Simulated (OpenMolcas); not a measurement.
Pt4+ (d6) among equal point charges was computed by CASSCF with the d shell active (OpenMolcas, ANO-RCC-VDZP on the metal). Its lowest spin-free states, and all those of the highest spin:

| 2S+1 | Degeneracy | E (cm-1) |
| --- | --- | --- |
| 5 | 2 | 0.0 |
| 5 | 3 | 2384 |
| 3 | 3 | 18556 |
| 3 | 2 | 19516 |
| 3 | 3 | 20674 |
| 3 | 3 | 20886 |
| 3 | 3 | 22491 |
| 3 | 1 | 22518 |
| 3 | 3 | 23494 |
| 3 | 1 | 23889 |
| 3 | 2 | 24975 |
| 3 | 3 | 24982 |

**Question.** Is the site octahedral, tetrahedral or cube-like, axial, or of lower symmetry?

**Answer.** The states with 2S+1 = 5 have orbital degeneracies 2, 3. Threefold states need a cubic site. For d6 at this spin an octahedron puts the threefold T2 below the twofold E and a tetrahedron or cube puts the twofold E below the threefold T2, so the site is a tetrahedron or a cube, which this pattern cannot tell apart. The first gap at this spin, 2380 cm-1, is |10Dq| in ligand-field theory. The run had Pt4+ among 8 point charges of -0.78 e arranged as a cube (Oh), 2.17 Å from the ion.

Spin-orbit coupling mixes the spin-free states strongly: the lowest level takes only 57 % from its leading state, 5E. An orbital doublet at a regular site is open to a Jahn-Teller distortion, which this geometry leaves out. Without dynamic correlation the repulsion within the d shell is too large (B by tens of per cent), so at a given field states of lower spin stand too high. Point charges give a weaker field than real ligands, and real ions of this kind are as a rule low spin; the high spin found here belongs to the model. The ground term spreads over less than 5000 cm-1, several times less than with real ligands, so orbital moments are less quenched and χT lies further from the spin-only value than at real sites. Point charges carry no covalency, so the field is a model and not that of real ligands. No measured value stands beside these numbers.
